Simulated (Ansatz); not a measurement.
Ansatz (a first-principles code) input (B3LYP/LANL2DZ): The .json file is the Basis Set Exchange's LANL2DZ.

Ansatz 0.2 input:
```yaml
crystal:
  periodic: [false, false, false]
  atoms:
    - {symbol: C, position_ang: [1.71675700, -0.89629400, -0.20902100]}
    - {symbol: Ge, position_ang: [0.00055500, -0.01928800, -0.00336500]}
    - {symbol: C, position_ang: [-1.66193100, -1.00849800, -0.12330600]}
    - {symbol: F, position_ang: [0.01210400, 0.80911900, 1.53628500]}
    - {symbol: F, position_ang: [-0.07221200, 1.27919300, -1.17193900]}
    - {symbol: H, position_ang: [1.78474300, -1.35779900, -1.19355900]}
    - {symbol: H, position_ang: [2.50709000, -0.15464900, -0.10489700]}
    - {symbol: H, position_ang: [1.83923300, -1.66158700, 0.55664800]}
    - {symbol: H, position_ang: [-2.49340700, -0.32071100, 0.02196200]}
    - {symbol: H, position_ang: [-1.74894800, -1.47515000, -1.10391100]}
    - {symbol: H, position_ang: [-1.69445800, -1.77893800, 0.64629600]}
basis:
  gaussian:
    orbitals: LANL2DZ.json
hamiltonian:
  xc: {name: B3LYP}
relax: {f_tol: 0.003, max_steps: 120}
```

Output:

```
Functional definition: B3LYP
integrals: 0.02 GiB planned
720 factors; integrals over basis functions are off by at most 3.1e-4 eV
mean field: 0.18 GiB planned
mean field evaluation 1: about -7701.5147 eV, gradient 6.7e1 eV
mean field evaluation 2: about -7696.2534 eV, gradient 8.6e1 eV
mean field evaluation 4: about -7711.8581 eV, gradient 1.7e0 eV
mean field evaluation 8: about -7711.9156 eV, gradient 3.1e-2 eV
mean field -7711.91559416 eV, -283.4076707612 hartree, gradient 5.2e-6 eV, S^2 0.000000; 0 other end points of the search recorded, 0 dependent functions left out
the calculation of the forces begins
reference -7711.91583337 eV, -283.4076795519 hartree; 20, 20 occupied and 36, 36 virtual orbitals, 720 factors
relax step   1: F+E_penalty+E_count = -7711.91559416 eV  Δ(F+E_penalty+E_count) = +0.000e0 eV  max|allowed force component| = 7.527e-1 eV/Å  Δτ_max = 0.0000 Å  (26 SCF iters, accepted)
these checks for a lower state are left out or cut short: starts, cluster_reference, orbital_swaps, neighbouring_geometries, increment
integrals: 0.02 GiB planned
720 factors; integrals over basis functions are off by at most 3.1e-4 eV
mean field: 0.18 GiB planned
mean field evaluation 16: about -7711.8843 eV, gradient 2.2e0 eV
mean field -7711.93829449 eV, -283.4085049829 hartree, gradient 1.6e-5 eV, S^2 0.000000; 0 other end points of the search recorded, 0 dependent functions left out
the calculation of the forces begins
reference -7711.93853308 eV, -283.4085137509 hartree; 20, 20 occupied and 36, 36 virtual orbitals, 720 factors
relax step   2: F+E_penalty+E_count = -7711.93829449 eV  Δ(F+E_penalty+E_count) = -2.270e-2 eV  max|allowed force component| = 4.924e-1 eV/Å  Δτ_max = 0.0223 Å  (29 SCF iters, accepted)
these checks for a lower state are left out or cut short: starts, cluster_reference, orbital_swaps, neighbouring_geometries, increment
integrals: 0.02 GiB planned
720 factors; integrals over basis functions are off by at most 3.1e-4 eV
mean field: 0.18 GiB planned
mean field -7711.94390402 eV, -283.4087111293 hartree, gradient 1.7e-5 eV, S^2 0.000000; 0 other end points of the search recorded, 0 dependent functions left out
the calculation of the forces begins
reference -7711.94414214 eV, -283.4087198801 hartree; 20, 20 occupied and 36, 36 virtual orbitals, 720 factors
relax step   3: F+E_penalty+E_count = -7711.94390402 eV  Δ(F+E_penalty+E_count) = -5.610e-3 eV  max|allowed force component| = 3.674e-2 eV/Å  Δτ_max = 0.0121 Å  (29 SCF iters, accepted)
these checks for a lower state are left out or cut short: starts, cluster_reference, orbital_swaps, neighbouring_geometries, increment
integrals: 0.02 GiB planned
720 factors; integrals over basis functions are off by at most 3.1e-4 eV
mean field: 0.18 GiB planned
mean field evaluation 32: about -7711.8949 eV, gradient 3.9e-1 eV
mean field -7711.94410374 eV, -283.4087184691 hartree, gradient 1.6e-5 eV, S^2 0.000000; 0 other end points of the search recorded, 0 dependent functions left out
the calculation of the forces begins
reference -7711.94434189 eV, -283.4087272210 hartree; 20, 20 occupied and 36, 36 virtual orbitals, 720 factors
relax step   4: F+E_penalty+E_count = -7711.94410374 eV  Δ(F+E_penalty+E_count) = -1.997e-4 eV  max|allowed force component| = 1.346e-2 eV/Å  Δτ_max = 0.0073 Å  (22 SCF iters, accepted)
these checks for a lower state are left out or cut short: starts, cluster_reference, orbital_swaps, neighbouring_geometries, increment
integrals: 0.02 GiB planned
720 factors; integrals over basis functions are off by at most 3.1e-4 eV
mean field: 0.18 GiB planned
mean field -7711.94413731 eV, -283.4087197027 hartree, gradient 3.1e-5 eV, S^2 0.000000; 0 other end points of the search recorded, 0 dependent functions left out
the calculation of the forces begins
reference -7711.94437548 eV, -283.4087284552 hartree; 20, 20 occupied and 36, 36 virtual orbitals, 720 factors
relax step   5: F+E_penalty+E_count = -7711.94413731 eV  Δ(F+E_penalty+E_count) = -3.357e-5 eV  max|allowed force component| = 4.015e-3 eV/Å  Δτ_max = 0.0013 Å  (19 SCF iters, accepted)
these checks for a lower state are left out or cut short: starts, cluster_reference, orbital_swaps, neighbouring_geometries, increment
integrals: 0.02 GiB planned
720 factors; integrals over basis functions are off by at most 3.1e-4 eV
mean field: 0.18 GiB planned
mean field -7711.94414038 eV, -283.4087198157 hartree, gradient 4.5e-5 eV, S^2 0.000000; 0 other end points of the search recorded, 0 dependent functions left out
the calculation of the forces begins
reference -7711.94437856 eV, -283.4087285683 hartree; 20, 20 occupied and 36, 36 virtual orbitals, 720 factors
relax step   6: F+E_penalty+E_count = -7711.94414038 eV  Δ(F+E_penalty+E_count) = -3.074e-6 eV  max|allowed force component| = 4.104e-3 eV/Å  Δτ_max = 0.0021 Å  (20 SCF iters, accepted)
these checks for a lower state are left out or cut short: starts, cluster_reference, orbital_swaps, neighbouring_geometries, increment
integrals: 0.02 GiB planned
720 factors; integrals over basis functions are off by at most 3.1e-4 eV
mean field: 0.18 GiB planned
mean field -7711.94414293 eV, -283.4087199092 hartree, gradient 2.7e-5 eV, S^2 0.000000; 0 other end points of the search recorded, 0 dependent functions left out
the calculation of the forces begins
reference -7711.94438112 eV, -283.4087286624 hartree; 20, 20 occupied and 36, 36 virtual orbitals, 720 factors
relax step   7: F+E_penalty+E_count = -7711.94414293 eV  Δ(F+E_penalty+E_count) = -2.545e-6 eV  max|allowed force component| = 3.990e-4 eV/Å  Δτ_max = 0.0007 Å  (19 SCF iters, accepted)
integrals: 0.02 GiB planned
720 factors; integrals over basis functions are off by at most 3.1e-4 eV
mean field: 0.18 GiB planned
mean field evaluation 64: about -7711.9441 eV, gradient 6.5e-3 eV
mean field -7711.94414293 eV, -283.4087199092 hartree, gradient 2.7e-5 eV, S^2 0.000000; 1 other end points of the search recorded, 0 dependent functions left out
the calculation of the forces begins
reference -7711.94438112 eV, -283.4087286624 hartree; 20, 20 occupied and 36, 36 virtual orbitals, 720 factors
Total energy: -7711.94438112 eV, -283.4087286624 hartree
Atom 0 at     1.711409    -0.896998    -0.208977 Å, force     0.000399    -0.000322    -0.000068 eV/Å
Atom 1 at     0.000355    -0.012341    -0.002153 Å, force    -0.000005     0.000183     0.000032 eV/Å
Atom 2 at    -1.656553    -1.008845    -0.123534 Å, force    -0.000380    -0.000348    -0.000049 eV/Å
Atom 3 at     0.012371     0.823860     1.566090 Å, force    -0.000003     0.000079    -0.000022 eV/Å
Atom 4 at    -0.073591     1.303110    -1.194999 Å, force    -0.000001     0.000067     0.000047 eV/Å
Atom 5 at     1.789331    -1.362485    -1.197835 Å, force    -0.000029     0.000016     0.000047 eV/Å
Atom 6 at     2.520424    -0.165704    -0.107231 Å, force    -0.000016     0.000122     0.000022 eV/Å
Atom 7 at     1.844021    -1.667390     0.558812 Å, force    -0.000032     0.000030    -0.000037 eV/Å
Atom 8 at    -2.506079    -0.332630     0.020288 Å, force     0.000009     0.000123     0.000021 eV/Å
Atom 9 at    -1.753425    -1.480136    -1.107957 Å, force     0.000031     0.000018     0.000045 eV/Å
Atom 10 at    -1.698735    -1.785042     0.648690 Å, force     0.000028     0.000032    -0.000038 eV/Å
Dipole moment:     0.025419    -0.883124    -0.154078 e Å
```

The geometry given is a B3LYP-D3(BJ)/def2-TZVP minimum.
